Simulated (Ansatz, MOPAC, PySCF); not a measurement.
Torsion H4–N1–Si2–Cl3 in ClH2NSi (SMILES N[Si]Cl); at each angle all else is relaxed with GFN2-xTB, and the levels are single points there.
Geometry at 0° (charge 0, multiplicity 1):
```json
[
 {"atom": "N", "x (Å)": "-0.6617", "y (Å)": "-0.0140", "z (Å)": "0.0582"},
 {"atom": "Si", "x (Å)": "0.7511", "y (Å)": "-0.9102", "z (Å)": "0.3917"},
 {"atom": "Cl", "x (Å)": "1.8833", "y (Å)": "0.6218", "z (Å)": "1.2455"},
 {"atom": "H", "x (Å)": "-0.7766", "y (Å)": "0.9692", "z (Å)": "0.2683"},
 {"atom": "H", "x (Å)": "-1.4788", "y (Å)": "-0.4121", "z (Å)": "-0.3728"}
]
```

On the grid 0° to 330°, 270° is the highest and 0° the lowest point at CCSD(T)/CBS(cc-pV(T+d)Z, cc-pV(Q+d)Z).

Cores are frozen in the correlated methods. CBS: X⁻³ extrapolation of the correlation energy, Hartree–Fock from the larger set. Rows in 6-31G* carry no dispersion term and start afresh at each structure (6-31G* with six Cartesian d functions). The state that PM6 reach isn't checked.

Run with Ansatz (an electronic-structure program); MOPAC for PM6 (differences of heats of formation); PySCF for 6-31G* rows, M06-2X. Each number belongs to the level named beside it.

The comparison value is 60.7 kJ/mol (CCSD(T)/CBS(cc-pV(T+d)Z, cc-pV(Q+d)Z)). It is a level with limits of its own, not the exact answer.

### Question
Order these levels by how close they come to the comparison value for the energy at 270° less that at 0°, closest first: M06-2X/6-31G*, r2SCAN/def2-TZVPP, PM6, M06-2X/def2-TZVPP, MP2/cc-pV(D+d)Z. Give each level's value less the comparison value.

### Answer
M06-2X/def2-TZVPP (-0.3 kJ/mol), r2SCAN/def2-TZVPP (2.3 kJ/mol), M06-2X/6-31G* (3.3 kJ/mol), MP2/cc-pV(D+d)Z (4.8 kJ/mol), PM6 (-40.1 kJ/mol)
